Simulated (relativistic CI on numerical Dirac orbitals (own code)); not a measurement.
Mn3+: 3d valence photoemission

Computed with this model: Dirac-Coulomb-Breit CI, KLI orbitals optimised for each configuration, a model potential for QED, valence Slater integrals scaled by 0.8, multiplet model of photoemission in the sudden approximation; configurations [Ar] 3d4 → [Ar] 3d3; 80 K; Lorentzian 0.3 eV and Gaussian 0.5 eV FWHM. Energies are those of the free ion, without screening or charge transfer. The energies are binding energies and can lie tens of eV above those of solids. S is read from ⟨S²⟩ = S(S + 1).

Field parameters in Wybourne normalisation: D4h B²₀ = −7Ds, B⁴₀ = 21(Dq − Dt), B⁴₄ = 21√(5/14) Dq; Oh B⁴₀ = 21Dq, B⁴₄ = √(5/14) B⁴₀; Td as Oh with Dq negative (B⁴₀ = 21Dq, B⁴₄ = √(5/14) B⁴₀). The field is a parameter set, without covalency.

Computed curve for D4h, 10Dq = 31000, Ds = 2030, Dt = 500 cm⁻¹, scaled to 100 at the maximum (points under 2 are left out and the grid is thinned):

| Energy (eV) | Intensity |
| --- | --- |
| 47.4 | 2.2 |
| 47.6 | 3.1 |
| 47.8 | 4.7 |
| 48.0 | 8.4 |
| 48.2 | 18.5 |
| 48.4 | 41.0 |
| 48.6 | 67.2 |
| 48.8 | 68.4 |
| 49.0 | 43.1 |
| 49.2 | 20.2 |
| 49.4 | 9.9 |
| 49.6 | 6.4 |
| 49.8 | 5.4 |
| 50.0 | 5.6 |
| 50.2 | 7.0 |
| 50.4 | 10.8 |
| 50.6 | 21.6 |
| 50.8 | 47.7 |
| 51.0 | 85.2 |
| 51.2 | 100.0 |
| 51.4 | 74.9 |
| 51.6 | 42.2 |
| 51.8 | 26.2 |
| 52.0 | 24.0 |
| 52.2 | 30.3 |
| 52.4 | 36.8 |
| 52.6 | 32.7 |
| 52.8 | 20.4 |
| 53.0 | 10.2 |
| 53.2 | 5.3 |
| 53.4 | 3.3 |
| 53.6 | 2.6 |
| 53.8 | 2.6 |
| 54.0 | 2.8 |
| 54.2 | 2.7 |
| 54.4 | 2.3 |
| 55.6 | 2.1 |
| 55.8 | 2.8 |
| 56.0 | 2.9 |
| 56.2 | 2.2 |

The ground state has S = 1.09, and the centroid lies at 50.75 eV.
